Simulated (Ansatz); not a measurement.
Isolated molecules relaxed with PBE0-D4/def2-TZVP in Ansatz; ΔE leaves out vibrations. CCSD(T)/CBS is the MP2 limit (def2-TZVPP, def2-QZVPP) plus CCSD(T) − MP2 in def2-TZVPP, frozen cores. One conformer a species, not always the lowest.

Reaction (redistribution): `O[SiH2]N[SiH3]` + `CN([SiH2]Cl)[SiH](O)F` → `CN([SiH2]O)[SiH](O)F` + `[SiH3]N[SiH2]Cl`

`O[SiH2]N[SiH3]`:

```xyz
11

O     1.765    1.401   -0.282
Si    1.306   -0.173   -0.416
N    -0.396   -0.414   -0.475
Si   -1.536   -0.189    0.805
H     1.496    2.006   -0.975
H     1.877   -0.794    0.798
H     1.839   -0.779   -1.666
H    -0.767   -0.685   -1.374
H    -2.428    0.981    0.577
H    -0.751    0.033    2.045
H    -2.406   -1.386    0.963
```

`CN([SiH2]Cl)[SiH](O)F`:

Cartesian coordinates in Å:
```
C -0.592 1.292 -1.043
N -0.102 0.319 -0.063
Si -1.193 -0.361 1.074
Cl -1.722 -2.294 0.533
Si 1.528 -0.201 -0.156
O 1.699 -1.592 0.672
F 2.524 0.817 0.548
H -0.604 2.306 -0.636
H 0.048 1.294 -1.930
H -1.603 1.044 -1.376
H -0.595 -0.479 2.418
H -2.437 0.439 1.067
H 1.939 -0.263 -1.573
H 1.110 -2.322 0.466
```

`CN([SiH2]O)[SiH](O)F`:

Cartesian coordinates in Å:
```
C -0.919 -1.520 -0.621
N -0.164 -0.342 -0.176
Si 0.387 0.666 -1.483
O 1.280 1.910 -0.917
Si 0.119 -0.130 1.480
O 0.381 1.475 1.723
F -1.173 -0.607 2.287
H -0.259 -2.318 -0.976
H -1.538 -1.918 0.184
H -1.596 -1.253 -1.440
H -0.824 1.110 -2.228
H 1.243 -0.116 -2.411
H 1.030 2.222 -0.040
H 1.229 -0.907 2.071
H 0.804 1.727 2.546
```

`[SiH3]N[SiH2]Cl`:

Z-matrix (Å, degrees):
```
Si
N 1 1.734
H 1 1.484 2 106.6
H 1 1.487 2 112.3 3 120.0
H 1 1.487 2 110.5 3 -119.6
Si 2 1.708 1 127.5 3 -13.2
H 2 1.011 1 116.1 3 179.3
Cl 6 2.065 2 113.2 1 -84.2
H 6 1.479 2 109.4 1 157.8
H 6 1.477 2 108.8 1 33.9
```

```json
{"species": "`O[SiH2]N[SiH3]`", "MP2/def2-TZVPP energy (Eh)": "-712.14942"}
{"species": "`CN([SiH2]Cl)[SiH](O)F`", "MP2/def2-TZVPP energy (Eh)": "-1309.75556"}
{"species": "`CN([SiH2]O)[SiH](O)F`", "MP2/def2-TZVPP energy (Eh)": "-925.77591"}
{"species": "`[SiH3]N[SiH2]Cl`", "MP2/def2-TZVPP energy (Eh)": "-1096.13003"}
```

(1) Work out ΔE.

Largest T1 diagnostic among the species: 0.011.

Answers

(1) ΔE = (-925.77591) + (-1096.13003) − (-712.14942) − (-1309.75556) = -0.00096 Eh = -2.5 kJ/mol. CCSD(T)/CBS gives -2.0 kJ/mol.
